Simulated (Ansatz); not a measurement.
Geometry optimisation of CH$_{4}$AlFOS (`C[O][Al]([F])[SH]`).

```yaml
crystal:
  periodic: [false, false, false]
  atoms:
    - {symbol: C, position_ang: [-0.040370, -0.147570, -1.861350]}
    - {symbol: O, position_ang: [-0.096010, 0.001570, -0.470020]}
    - {symbol: Al, position_ang: [-0.252340, 0.199890, 1.146740]}
    - {symbol: F, position_ang: [-1.633240, 0.790330, 1.841320]}
    - {symbol: S, position_ang: [1.394550, -0.321980, 2.475700]}
    - {symbol: H, position_ang: [-1.042760, -0.069460, -2.286630]}
    - {symbol: H, position_ang: [0.592290, 0.633170, -2.287900]}
    - {symbol: H, position_ang: [0.380280, -1.124660, -2.107550]}
    - {symbol: H, position_ang: [0.697600, 0.038730, 3.549700]}
basis:
  gaussian: {orbitals: def2-TZVP}
hamiltonian: {xc: pbe0, dispersion: d4}
relax: {f_tol: 0.005, max_steps: 150}
```

```sh
$ ansatz run in.yaml --threads 2 --pin off --events-out ev --progress --plain --max-ram 22528MiB --backend cuda --devices 0, --max-vram 18GiB
```

It prints (some lines left out):

```
Functional definition: PBE0
mean field -23293.03604868 eV, -856.0032862022 hartree, gradient 5.5e-5 eV, S^2 0.000000; 0 other end points of the search recorded, 0 dependent functions left out
relax step   1: F+E_penalty+E_count = -23293.18172418 eV  Δ(F+E_penalty+E_count) = +0.000e0 eV  max|allowed force component| = 7.193e-1 eV/Å  Δτ_max = 0.0000 Å  (27 SCF iters, accepted)
mean field -23293.04512821 eV, -856.0036198686 hartree, gradient 1.6e-5 eV, S^2 0.000000; 0 other end points of the search recorded, 0 dependent functions left out
relax step   2: F+E_penalty+E_count = -23293.19096695 eV  Δ(F+E_penalty+E_count) = -9.243e-3 eV  max|allowed force component| = 4.059e-1 eV/Å  Δτ_max = 0.0286 Å  (31 SCF iters, accepted)
mean field -23293.04815301 eV, -856.0037310282 hartree, gradient 1.6e-5 eV, S^2 0.000000; 0 other end points of the search recorded, 0 dependent functions left out
relax step   3: F+E_penalty+E_count = -23293.19434021 eV  Δ(F+E_penalty+E_count) = -3.373e-3 eV  max|allowed force component| = 1.107e-1 eV/Å  Δτ_max = 0.0411 Å  (31 SCF iters, accepted)
mean field -23293.04933676 eV, -856.0037745301 hartree, gradient 1.6e-5 eV, S^2 0.000000; 0 other end points of the search recorded, 0 dependent functions left out
relax step   4: F+E_penalty+E_count = -23293.19553540 eV  Δ(F+E_penalty+E_count) = -1.195e-3 eV  max|allowed force component| = 1.579e-1 eV/Å  Δτ_max = 0.0226 Å  (30 SCF iters, accepted)
mean field -23293.05124450 eV, -856.0038446381 hartree, gradient 1.6e-5 eV, S^2 0.000000; 0 other end points of the search recorded, 0 dependent functions left out
relax step   5: F+E_penalty+E_count = -23293.19735156 eV  Δ(F+E_penalty+E_count) = -1.816e-3 eV  max|allowed force component| = 2.123e-1 eV/Å  Δτ_max = 0.0323 Å  (30 SCF iters, accepted)
mean field -23293.05686364 eV, -856.0040511378 hartree, gradient 1.8e-5 eV, S^2 0.000000; 0 other end points of the search recorded, 0 dependent functions left out
relax step   6: F+E_penalty+E_count = -23293.20299085 eV  Δ(F+E_penalty+E_count) = -5.639e-3 eV  max|allowed force component| = 2.156e-1 eV/Å  Δτ_max = 0.0607 Å  (30 SCF iters, accepted)
mean field -23293.06912899 eV, -856.0045018810 hartree, gradient 2.2e-5 eV, S^2 0.000000; 0 other end points of the search recorded, 0 dependent functions left out
relax step   7: F+E_penalty+E_count = -23293.21539392 eV  Δ(F+E_penalty+E_count) = -1.240e-2 eV  max|allowed force component| = 1.688e-1 eV/Å  Δτ_max = 0.1078 Å  (30 SCF iters, accepted)
mean field -23293.07392075 eV, -856.0046779751 hartree, gradient 1.8e-5 eV, S^2 0.000000; 0 other end points of the search recorded, 0 dependent functions left out
relax step   8: F+E_penalty+E_count = -23293.22008309 eV  Δ(F+E_penalty+E_count) = -4.689e-3 eV  max|allowed force component| = 2.208e-1 eV/Å  Δτ_max = 0.0655 Å  (30 SCF iters, accepted)
mean field -23293.07803320 eV, -856.0048291046 hartree, gradient 1.5e-5 eV, S^2 0.000000; 0 other end points of the search recorded, 0 dependent functions left out
relax step   9: F+E_penalty+E_count = -23293.22426381 eV  Δ(F+E_penalty+E_count) = -4.181e-3 eV  max|allowed force component| = 2.233e-1 eV/Å  Δτ_max = 0.0268 Å  (31 SCF iters, accepted)
mean field -23293.08358934 eV, -856.0050332891 hartree, gradient 1.7e-5 eV, S^2 0.000000; 0 other end points of the search recorded, 0 dependent functions left out
relax step  10: F+E_penalty+E_count = -23293.23037242 eV  Δ(F+E_penalty+E_count) = -6.109e-3 eV  max|allowed force component| = 1.304e-1 eV/Å  Δτ_max = 0.0665 Å  (30 SCF iters, accepted)
mean field -23293.08299412 eV, -856.0050114151 hartree, gradient 1.5e-5 eV, S^2 0.000000; 0 other end points of the search recorded, 0 dependent functions left out
relax step  11: F+E_penalty+E_count = -23293.22939012 eV  Δ(F+E_penalty+E_count) = +9.823e-4 eV  max|allowed force component| = 6.901e-1 eV/Å  Δτ_max = 0.1923 Å  (36 SCF iters, rejected (line search))
mean field -23293.09272613 eV, -856.0053690599 hartree, gradient 2.3e-5 eV, S^2 0.000000; 0 other end points of the search recorded, 0 dependent functions left out
relax step  12: F+E_penalty+E_count = -23293.23937140 eV  Δ(F+E_penalty+E_count) = -8.999e-3 eV  max|allowed force component| = 1.369e-1 eV/Å  Δτ_max = 0.0956 Å  (29 SCF iters, accepted)
mean field -23293.09234896 eV, -856.0053551992 hartree, gradient 1.9e-5 eV, S^2 0.000000; 0 other end points of the search recorded, 0 dependent functions left out
relax step  13: F+E_penalty+E_count = -23293.23881680 eV  Δ(F+E_penalty+E_count) = +5.546e-4 eV  max|allowed force component| = 2.415e-1 eV/Å  Δτ_max = 0.0814 Å  (30 SCF iters, rejected (line search))
mean field -23293.09619612 eV, -856.0054965798 hartree, gradient 1.6e-5 eV, S^2 0.000000; 0 other end points of the search recorded, 0 dependent functions left out
relax step  14: F+E_penalty+E_count = -23293.24288922 eV  Δ(F+E_penalty+E_count) = -3.518e-3 eV  max|allowed force component| = 5.315e-2 eV/Å  Δτ_max = 0.0407 Å  (30 SCF iters, accepted)
mean field -23293.09744114 eV, -856.0055423335 hartree, gradient 1.7e-5 eV, S^2 0.000000; 0 other end points of the search recorded, 0 dependent functions left out
relax step  15: F+E_penalty+E_count = -23293.24418741 eV  Δ(F+E_penalty+E_count) = -1.298e-3 eV  max|allowed force component| = 5.834e-2 eV/Å  Δτ_max = 0.0492 Å  (30 SCF iters, accepted)
mean field -23293.09753525 eV, -856.0055457920 hartree, gradient 1.5e-5 eV, S^2 0.000000; 0 other end points of the search recorded, 0 dependent functions left out
relax step  16: F+E_penalty+E_count = -23293.24429048 eV  Δ(F+E_penalty+E_count) = -1.031e-4 eV  max|allowed force component| = 1.859e-2 eV/Å  Δτ_max = 0.0160 Å  (31 SCF iters, accepted)
mean field -23293.09759084 eV, -856.0055478348 hartree, gradient 1.5e-5 eV, S^2 0.000000; 0 other end points of the search recorded, 0 dependent functions left out
relax step  17: F+E_penalty+E_count = -23293.24436320 eV  Δ(F+E_penalty+E_count) = -7.272e-5 eV  max|allowed force component| = 9.900e-3 eV/Å  Δτ_max = 0.0047 Å  (33 SCF iters, accepted)
mean field -23293.09762684 eV, -856.0055491578 hartree, gradient 1.5e-5 eV, S^2 0.000000; 0 other end points of the search recorded, 0 dependent functions left out
relax step  18: F+E_penalty+E_count = -23293.24440455 eV  Δ(F+E_penalty+E_count) = -4.135e-5 eV  max|allowed force component| = 2.084e-3 eV/Å  Δτ_max = 0.0085 Å  (32 SCF iters, accepted)
mean field -23293.09764933 eV, -856.0055499843 hartree, gradient 1.5e-5 eV, S^2 0.000000; 0 other end points of the search recorded, 0 dependent functions left out
relax step  19: F+E_penalty+E_count = -23293.24443406 eV  Δ(F+E_penalty+E_count) = -2.951e-5 eV  max|allowed force component| = 1.088e-2 eV/Å  Δτ_max = 0.0172 Å  (31 SCF iters, accepted)
mean field -23293.09763680 eV, -856.0055495237 hartree, gradient 1.5e-5 eV, S^2 0.000000; 0 other end points of the search recorded, 0 dependent functions left out
relax step  20: F+E_penalty+E_count = -23293.24442407 eV  Δ(F+E_penalty+E_count) = +9.987e-6 eV  max|allowed force component| = 1.218e-2 eV/Å  Δτ_max = 0.0147 Å  (31 SCF iters, rejected (line search))
mean field -23293.09766656 eV, -856.0055506174 hartree, gradient 1.5e-5 eV, S^2 0.000000; 0 other end points of the search recorded, 0 dependent functions left out
relax step  21: F+E_penalty+E_count = -23293.24444778 eV  Δ(F+E_penalty+E_count) = -1.372e-5 eV  max|allowed force component| = 6.003e-3 eV/Å  Δτ_max = 0.0072 Å  (32 SCF iters, accepted)
mean field -23293.09767137 eV, -856.0055507942 hartree, gradient 1.5e-5 eV, S^2 0.000000; 0 other end points of the search recorded, 0 dependent functions left out
relax step  22: F+E_penalty+E_count = -23293.24445063 eV  Δ(F+E_penalty+E_count) = -2.850e-6 eV  max|allowed force component| = 5.212e-3 eV/Å  Δτ_max = 0.0038 Å  (33 SCF iters, accepted)
mean field -23293.09767486 eV, -856.0055509225 hartree, gradient 1.5e-5 eV, S^2 0.000000; 0 other end points of the search recorded, 0 dependent functions left out
relax step  23: F+E_penalty+E_count = -23293.24445257 eV  Δ(F+E_penalty+E_count) = -1.941e-6 eV  max|allowed force component| = 3.001e-3 eV/Å  Δτ_max = 0.0019 Å  (33 SCF iters, accepted)
mean field -23293.09767486 eV, -856.0055509225 hartree, gradient 4.7e-5 eV, S^2 0.000000; 1 other end points of the search recorded, 0 dependent functions left out
Total energy: -23293.24448496 eV, -856.0109460941 hartree
Atom 0 at    -0.065970    -0.119749    -1.795810 Å, force    -0.002031    -0.000429    -0.003001 eV/Å
Atom 1 at     0.449516    -0.165958    -0.496551 Å, force     0.000831     0.000955     0.001366 eV/Å
Atom 2 at    -0.046132     0.094352     1.071169 Å, force     0.000688     0.000027    -0.000828 eV/Å
Atom 3 at    -1.586907     0.552285     1.428332 Å, force    -0.000140    -0.000034     0.000059 eV/Å
Atom 4 at     1.379781    -0.178946     2.671003 Å, force    -0.001226     0.000062     0.000639 eV/Å
Atom 5 at    -1.121665     0.172013    -1.815067 Å, force     0.002043    -0.000629     0.000017 eV/Å
Atom 6 at     0.500161     0.599737    -2.395147 Å, force    -0.000751    -0.001198     0.001439 eV/Å
Atom 7 at     0.027409    -1.102489    -2.267870 Å, force    -0.000226     0.001595     0.001047 eV/Å
Atom 8 at     0.463806     0.148774     3.599951 Å, force     0.000813    -0.000351    -0.000738 eV/Å
Dipole moment:    -0.068255     0.004979    -0.188024 e Å
```

Hardware: 2 threads of an AMD EPYC 7R13 on a shared host and a share of an NVIDIA H100 80 GB. Wall time 38 s, peak host memory 0.92 GiB.
